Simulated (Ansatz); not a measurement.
Be(Me)2 (C2H6Be), SMILES [CH3][Be][CH3]. Atoms are numbered in the order given.

```xyz
9

Be    -0.0051    -0.0002     0.0051
C      1.2982     0.1549    -1.0447
H      1.9918    -0.6906    -0.9738
H      1.8863     1.0580    -0.8462
H      0.9829     0.2123    -2.0926
C     -1.3085    -0.1549     1.0547
H     -1.8846    -1.0686     0.8699
H     -2.0126     0.6803     0.9685
H     -0.9949    -0.1911     2.1041
```

Coordinates come from a r2SCAN-D4/def2-TZVP optimisation. The isomer is the one that the SMILES or the coordinates give; other isomers of the formula were not compared.

Two levels are set side by side: PBE-D3(BJ)/def2-TZVP (Ansatz, a program for electronic structure) and r2SCAN-D4/def2-TZVP (Ansatz). Each level has its own optimised geometry; the coordinates shown are those of the second. Differences are taken from unrounded values.

```csv
quantity,r2SCAN-D4,PBE-D3(BJ),PBE-D3(BJ) minus r2SCAN-D4
mean bond length (Å),1.242,1.248,0.006
bond Be1–C2 (Å),1.681,1.685,0.004
bond Be1–C6 (Å),1.681,1.685,0.004
bond C2–H3 (Å),1.096,1.103,0.007
bond C2–H4 (Å),1.096,1.103,0.007
bond C2–H5 (Å),1.096,1.103,0.007
bond C6–H7 (Å),1.096,1.103,0.007
bond C6–H8 (Å),1.096,1.103,0.007
bond C6–H9 (Å),1.096,1.103,0.007
```

On these quantities the two levels nearly agree.
